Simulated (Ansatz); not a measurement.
Reaction (silylene formation by 1,1-elimination): `O[Si](F)(Cl)Br` → `ClBr` + `O[Si]F`

Calculated with Ansatz (gas phase, PBE0-D4/def2-TZVP geometries, no zero-point term in ΔE). CCSD(T)/CBS adds triple-zeta CCSD(T) − MP2 to the extrapolated MP2 energy (def2 sets, frozen cores). This one scheme is used for every species. Functionals use def2-TZVPP. B3LYP here is the variant with VWN-RPA as its local correlation; programs differ in this. For Br outer-core shells are correlated without core-valence functions, which leaves a few kJ/mol of doubt a bond. Scalar relativity is left out up to krypton. Each species was taken in one conformer, which may not be the lowest.

```tsv
level	ΔE (kJ/mol)
PBE0	457.2
B3LYP	421.0
LC-ωPBE	475.2
CCSD/def2-SVP	449.1
HF/def2-TZVPP	471.3
CCSD/def2-TZVPP	460.1
CCSD(T)/def2-TZVPP	459.1
MP2/CBS(def2)	496.0
```

**Question.** What does CCSD(T)/CBS give? (An estimate is asked.)

**Answer.** Computed: +465.1 kJ/mol. The listed levels differ from it by -7.9, -44.1, 10.1, -16.0, 6.2, -5.0, -6.0, 30.9 kJ/mol.

Largest T1 diagnostic among the species: 0.015.

From PBE to PBE0 (25 % exact exchange), in def2-TZVPP and without D4, ΔE moves by +32.8 kJ/mol. The D4 term adds +18.7 kJ/mol with B3LYP and +9.8 kJ/mol with PBE0; it sums over pairs of atoms, weighted by their polarisabilities, and B3LYP, whose exchange is more repulsive, gets the larger term.
